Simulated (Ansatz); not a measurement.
`[SnH3][SnH3]` + H₂ → `[SnH4]` + `[SnH4]`  (hydrogenolysis of the Sn–Sn bond)

Calculated with Ansatz (gas phase, PBE0-D4/def2-TZVP geometries, no zero-point term in ΔE). CBS: MP2 limit from def2 TZ/QZ plus the TZ coupled-cluster correction, frozen cores. This one scheme is used for every species. DFT in def2-TZVPP. Elements past krypton have def2 core potentials. For Sn outer-core shells are correlated without core-valence functions, which leaves a few kJ/mol of doubt a bond.

```
         level  ΔE (kJ/mol)  difference from CCSD(T)/CBS
   LDA (SPW92)         44.3                        -12.9
    r2SCANh-D4         48.1                         -9.1
    r2SCAN0-D4         47.4                         -9.8
        B2PLYP         43.8                        -13.4
       r2SCAN0         46.0                        -11.2
     CAM-B3LYP         33.1                        -24.1
   HF/def2-SVP         19.8                        -37.4
  MP2/def2-SVP         40.7                        -16.5
MP2/def2-TZVPP         53.5                         -3.7
MP2/def2-QZVPP         63.1                          5.9
   CCSD(T)/CBS         57.2                            0
```

Largest T1 diagnostic among the species: 0.013.

In def2-TZVPP, CCSD(T) changes the Hartree–Fock value by +17.9 kJ/mol (the triples alone add +3.6 kJ/mol) and MP2 by +30.7 kJ/mol. The D4 term adds +7.2 kJ/mol with B3LYP and +4.1 kJ/mol with PBE0; it sums over pairs of atoms, weighted by their polarisabilities, and B3LYP, whose exchange is more repulsive, gets the larger term.

B3LYP here is the variant with VWN-RPA as its local correlation; programs differ in this.
